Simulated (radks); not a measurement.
Removal energies from the caesium ion Cs4+, [Kr] 4d10 5s2 5p3, by Delta-SCF beside the eigenvalue of the level emptied. Calculated with a radial shooting solver on a logarithmic mesh with Libxc functionals: scalar-relativistic Kohn-Sham, r2SCAN, spin-polarised, spherical densities, finite nucleus; meta-GGA in the generalised Kohn-Sham scheme; Fermi nuclear charge, rms radius of each element as measured or else 0.836 A^(1/3) + 0.57 fm. Open shells are filled with parallel spins first.

removed from             final configuration  Delta-SCF (eV)  -eigenvalue (eV)
5p                         [Kr] 4d10 5s2 5p2          58.444            52.760
5s                         [Kr] 4d10 5s1 5p3          69.344            63.999
4d                          [Kr] 4d9 5s2 5p3          128.97            118.35
4p            [Ar] 3d10 4s2 4p5 4d10 5s2 5p3          218.87            207.46
